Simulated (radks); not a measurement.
The antimony anion Sb3-, [Xe], held by a Watson sphere: a shell of charge +3 at radius R that stands for the Madelung well of a crystal (potential energy -3/R inside, -3/r outside, in hartree with lengths in bohr). All-electron calculation, scalar-relativistic Kohn-Sham, LB94 model potential, spin-polarised, spherical densities, finite nucleus; Fermi nuclear charge, rms radius of each element as measured or else 0.836 A^(1/3) + 0.57 fm. Program: a radial shooting solver on a logarithmic mesh with Libxc functionals. Response by self-consistent Sternheimer equations with the Hartree and adiabatic LDA kernel, the relativistic mass of each level held fixed and spin-orbit coupling left out. The sphere does not respond.

| R (bohr) | e(4d) (eV) | e(5s) (eV) | e(5p) (eV) | <r> 5p (bohr) | sum of <r^2> (bohr^2) | X-ray form factor at sin(theta)/lambda = 0.1 1/angstrom | alpha (bohr^3) |
|---|---|---|---|---|---|---|---|
| 2.94 | -38.471 | -17.774 | -9.965 | 2.913 | 91.18 | 48.681 | 62.82 |
| 2.98 | -38.378 | -17.650 | -9.874 | 2.928 | 91.86 | 48.657 | 64.39 |
| 3.74 | -36.971 | -15.659 | -8.229 | 3.204 | 104.9 | 48.260 | 102.7 |
| 4.28 | -36.196 | -14.599 | -7.216 | 3.383 | 114.2 | 48.046 | 141.7 |
| 4.38 | -36.065 | -14.428 | -7.044 | 3.414 | 115.9 | 48.012 | 150.1 |
| 4.85 | -35.492 | -13.710 | -6.298 | 3.556 | 124.0 | 47.876 | 196.2 |
| 5.51 | -34.794 | -12.893 | -5.407 | 3.738 | 135.6 | 47.739 | 281.5 |
